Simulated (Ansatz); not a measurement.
Input for Ansatz (a program for electronic structure): R-CCSD(T)/aug-cc-pVTZ on CHBrO (a complex). The run froze 16 orbitals, filled d shells among them.

Ansatz 0.2 input:
```yaml
crystal:
  periodic: [false, false, false]
  atoms:
    - {symbol: C, position_ang: [0.03241738, -0.19635250, 0.46762032]}
    - {symbol: O, position_ang: [-0.00493012, -0.11675780, -0.65197542]}
    - {symbol: Br, position_ang: [0.12734367, -0.45496743, 4.25969111]}
    - {symbol: H, position_ang: [0.09829558, -0.36002924, 2.83370912]}
basis:
  gaussian:
    orbitals: aug-cc-pVTZ
magnetization: {spin_polarized: false}
correlation: {method: ccsd_t, electrons: outside_noble_gas}
scf: {lower_state_search: off}
```

Q: Give the final energy of this run.

A: -2686.4175 hartree (reference determinant -2685.8305, T1 diagnostic 0.014).

Q: How many basis functions does it have, and what does it roughly cost on one machine?

A: 174 functions; very roughly 11 core-seconds.
